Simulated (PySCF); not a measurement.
A structure optimised at PBE-D3(BJ)/def2-SVP, used in a PySCF frequency run:

```xyz
4

Ga     0.0000     0.0000     0.0000
Cl     0.0000     0.0000    -2.1383
Cl     0.0000     1.8518     1.0692
Cl     0.0000    -1.8518     1.0692
```

Question: Write its SMILES, formula and point group.

Answer: [Cl][Ga]([Cl])[Cl], Cl3Ga, C2v

Question: What are its rotational constants (standard atomic weights)?

Answer: 2.0786, 2.0786, 1.0393 GHz
